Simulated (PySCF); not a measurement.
PySCF input (PBE0/def2-SV(P)):

```python
import numpy as np, basis_set_exchange as bse
from pyscf import gto, scf, dft, df, tdscf

basis = {'H': gto.basis.parse(bse.get_basis('def2-SV(P)', elements=['H'], fmt='nwchem')), 'Si': gto.basis.parse(bse.get_basis('def2-SV(P)', elements=['Si'], fmt='nwchem'))}
mol = gto.M(
    atom='''
    Si    0.00714127    1.04995696    0.80957954
    H    -0.41840924    1.86076314   -0.40814884
    Si    0.01975272   -0.90056355   -0.58375403
    H     0.97687736   -0.69981080   -1.70695297
    H    -1.33626862   -1.10126450   -1.16589692
    H     0.40128468   -2.15119550    0.11944169
    ''',
    basis=basis,
    charge=0,
    verbose=4,
    max_memory=8640,
)
mf = dft.RKS(mol, xc='pbe0')
mf.grids.level = 3
mf.conv_tol = 1e-9
mf.max_cycle = 100
print('smallest overlap eigenvalue', np.linalg.eigvalsh(mol.intor('int1e_ovlp'))[0])
mf.kernel()
dip = mf.dip_moment()
td = tdscf.TDA(mf)
td.nstates = 4
td.kernel()
td.analyze()
osc = td.oscillator_strength()
```

Output:

```
PySCF version 2.14.0

[INPUT] verbose = 4
[INPUT] num. atoms = 6
[INPUT] num. electrons = 32
[INPUT] charge = 0
[INPUT] spin (= nelec alpha-beta = 2S) = 0
[INPUT] symmetry False subgroup None
[INPUT] Mole.unit = angstrom
[INPUT] Symbol           X                Y                Z      unit          X                Y                Z       unit  Magmom
[INPUT]  1 Si     0.007141270000   1.049956960000   0.809579540000 AA    0.013495044482   1.984131096981   1.529883606651 Bohr   0.0
[INPUT]  2 H     -0.418409240000   1.860763140000  -0.408148840000 AA   -0.790678871587   3.516332717286  -0.771289525659 Bohr   0.0
[INPUT]  3 Si     0.019752720000  -0.900563550000  -0.583754030000 AA    0.037327231015  -1.701818467266  -1.103135240811 Bohr   0.0
[INPUT]  4 H      0.976877360000  -0.699810800000  -1.706952970000 AA    1.846030667688  -1.322450751013  -3.225673620813 Bohr   0.0
[INPUT]  5 H     -1.336268620000  -1.101264500000  -1.165896920000 AA   -2.525181720651  -2.081088295706  -2.203225868274 Bohr   0.0
[INPUT]  6 H      0.401284680000  -2.151195500000   0.119441690000 AA    0.758318143184  -4.065170335397   0.225712081955 Bohr   0.0

nuclear repulsion = 73.6896402186774
number of shells = 24
number of NR pGTOs = 88
number of NR cGTOs = 44
basis = {'H': [[0, [13.010701, 0.019682158], [1.9622572, 0.13796524], [0.44453796, 0.47831935]], [0, [0.12194962, 1.0]]], 'Si': [[0, [6903.7118686, 0.0013373962995], [1038.4346419, 0.0099966546241], [235.8758148, 0.044910165101], [66.069385169, 0.1146363854], [20.247945761, 0.10280063858]], [0, [34.35348173, 0.07083728501], [3.6370788192, -0.43028836252], [1.4002048599, -0.41382774969]], [0, [0.20484414805, 1.0]], [0, [0.077994095468, 1.0]], [1, [179.83907373, 0.0061916656462], [41.907258846, 0.043399431982], [12.955294367, 0.15632019351], [4.4383267393, 0.29419996982], [1.5462247904, 0.23536823814]], [1, [0.35607612302, 1.0]], [1, [0.10008513762, 1.0]], [2, [0.35, 1.0]]]}
ecp = {}
smallest overlap eigenvalue 0.007862088612360166

******** <class 'pyscf.dft.rks.RKS'> ********
method = RKS
initial guess = minao
damping factor = 0
level_shift factor = 0
DIIS = <class 'pyscf.scf.diis.CDIIS'>
diis_start_cycle = 1
diis_space = 8
diis_damp = 0
SCF conv_tol = 1e-09
SCF conv_tol_grad = None
SCF max_cycles = 100
direct_scf = True
direct_scf_tol = 1e-13
XC library pyscf.dft.libxc version 7.1.2
    S. Lehtola, C. Steigemann, M. J. T. Oliveira, and M. A. L. Marques,  SoftwareX 7, 1–5 (2018)
XC functionals = pbe0
    C. Adamo and V. Barone,  J. Chem. Phys. 110, 6158 (1999)
    M. Ernzerhof and G. E. Scuseria,  J. Chem. Phys. 110, 5029 (1999)
radial grids:
    Treutler-Ahlrichs [JCP 102, 346 (1995); DOI:10.1063/1.469408] (M4) radial grids

becke partition: Becke, JCP 88, 2547 (1988); DOI:10.1063/1.454033
pruning grids: <function nwchem_prune>
grids dens level: 3
symmetrized grids: False
atomic radii adjust function: <function treutler_atomic_radii_adjust>
small_rho_cutoff = 0
Set gradient conv threshold to 3.16228e-05
Initial guess from minao.
tot grids = 77592
init E= -580.616202735895
  HOMO = -0.226110586293788  LUMO = -0.143411978567937  gap/eV = 2.25034
cycle= 1 E= -580.857212472705  delta_E= -0.241  |g|= 0.115  |ddm|= 2.12
  HOMO = -0.257884881001879  LUMO = -0.141474569597208  gap/eV = 3.16769
cycle= 2 E= -580.860446909445  delta_E= -0.00323  |g|= 0.074  |ddm|= 0.393
  HOMO = -0.242721895867688  LUMO = -0.122780218646964  gap/eV = 3.26378
cycle= 3 E= -580.863135311719  delta_E= -0.00269  |g|= 0.0114  |ddm|= 0.213
  HOMO = -0.244846587428904  LUMO = -0.124749257262665  gap/eV = 3.26801
cycle= 4 E= -580.863196545219  delta_E= -6.12e-05  |g|= 0.00265  |ddm|= 0.0306
  HOMO = -0.245294092468544  LUMO = -0.125099215689573  gap/eV = 3.27067
cycle= 5 E= -580.863199287337  delta_E= -2.74e-06  |g|= 0.000458  |ddm|= 0.00477
  HOMO = -0.24521453644985  LUMO = -0.125027705992937  gap/eV = 3.27045
cycle= 6 E= -580.863199393112  delta_E= -1.06e-07  |g|= 0.000109  |ddm|= 0.00115
  HOMO = -0.24520485387819  LUMO = -0.125020349727007  gap/eV = 3.27039
cycle= 7 E= -580.863199399108  delta_E= -6e-09  |g|= 1.62e-05  |ddm|= 0.000238
  HOMO = -0.245206074716264  LUMO = -0.125022454055733  gap/eV = 3.27036
cycle= 8 E= -580.863199399275  delta_E= -1.67e-10  |g|= 4.79e-06  |ddm|= 4.65e-05
  HOMO = -0.245206752212345  LUMO = -0.125022601035463  gap/eV = 3.27038
Extra cycle  E= -580.863199399282  delta_E= -6.93e-12  |g|= 3.17e-06  |ddm|= 1.73e-05
converged SCF energy = -580.863199399282
Dipole moment(X, Y, Z, Debye): -0.07768,  0.23648, -0.15663

******** <class 'pyscf.tdscf.rks.TDA'> for <class 'pyscf.dft.rks.RKS'> ********
nstates = 4 singlet
deg_eia_thresh = 1.000e-03
wfnsym = None
conv_tol = 1e-05
eigh lindep = 1e-12
eigh level_shift = 0
eigh max_cycle = 100
chkfile = tmpklenv8m_

Excitation energies (eV)
[1.97861071 3.5702809  5.34332808 5.58758531]

** Singlet excitation energies and oscillator strengths **
Excited State   1:      1.97861 eV    626.62 nm  f=0.0081
      16 -> 17        0.70264
Excited State   2:      3.57028 eV    347.27 nm  f=0.0083
      15 -> 17       -0.70125
Excited State   3:      5.34333 eV    232.04 nm  f=0.0109
      14 -> 17       -0.70277
Excited State   4:      5.58759 eV    221.89 nm  f=0.0207
      13 -> 17        0.69076
      16 -> 18       -0.11028

** Transition electric dipole moments (AU) **
state          X           Y           Z        Dip. S.      Osc.
  1         0.3917      0.0680     -0.0916      0.1664      0.0081
  2         0.2964      0.0514     -0.0693      0.0953      0.0083
  3        -0.2770     -0.0481      0.0648      0.0832      0.0109
  4         0.0496      0.1765      0.3432      0.1514      0.0207

** Transition velocity dipole moments (imaginary part, AU) **
state          X           Y           Z        Dip. S.      Osc.
  1         0.0094      0.0016     -0.0022      0.0001      0.0009
  2        -0.0155     -0.0027      0.0036      0.0003      0.0013
  3        -0.0160     -0.0028      0.0037      0.0003      0.0009
  4         0.0009      0.0129      0.0136      0.0004      0.0011

** Transition magnetic dipole moments (imaginary part, AU) **
state          X           Y           Z
  1         0.3211     -1.0698      0.5792
  2        -0.1062     -0.6019     -0.9006
  3        -0.0177      0.3333      0.1716
  4        -0.0574     -0.0100      0.0134
```
